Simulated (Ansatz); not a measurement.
Reaction (substitution at a C–B bond): `CB(Cl)CN` + `C[O][SnH2][SeH]` → `C[O][SnH2][Se]C` + `NCBCl`

Isolated molecules relaxed with PBE0-D4/def2-TZVP in Ansatz; ΔE leaves out vibrations. CCSD(T)/CBS is the MP2 limit (def2-TZVPP, def2-QZVPP) plus CCSD(T) − MP2 in def2-TZVPP, frozen cores. DFT in def2-TZVPP. def2 core potentials past Kr. For Se, Sn outer-core shells are correlated without core-valence functions, which leaves a few kJ/mol of doubt a bond. Scalar relativity is left out up to krypton. One conformer a species, not always the lowest.

```
        level  ΔE (kJ/mol)
      ωB97M-V         65.1
HF/def2-TZVPP         63.7
```

(1) What does CCSD(T)/CBS give? (Estimate.)

Largest T1 diagnostic among the species: 0.012.

Answers

(1) The calculation gave: +61.0 kJ/mol. The listed levels differ from it by 4.1, 2.7 kJ/mol.

In def2-TZVPP, CCSD(T) changes the Hartree–Fock value by −3.4 kJ/mol (the triples alone add −1.5 kJ/mol) and MP2 by −4.7 kJ/mol.
